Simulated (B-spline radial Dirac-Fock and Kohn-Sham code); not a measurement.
These are calculated numbers from an atomic code on a B-spline grid; the model is Dirac-Fock ΔSCF + Breit + QED. Free neutral atoms.

Problem. Order these X-ray lines by photon energy, lowest first.
A. Fe Kβ3
B. Gd Lℓ
C. Pm Lα1
D. Sb Lγ1
E. Pm Lβ7
F. I Lβ4

Solution. F (4260.5 eV), D (4349.8 eV), B (5356.6 eV), C (5431.2 eV), E (6414.5 eV), A (7053.4 eV).
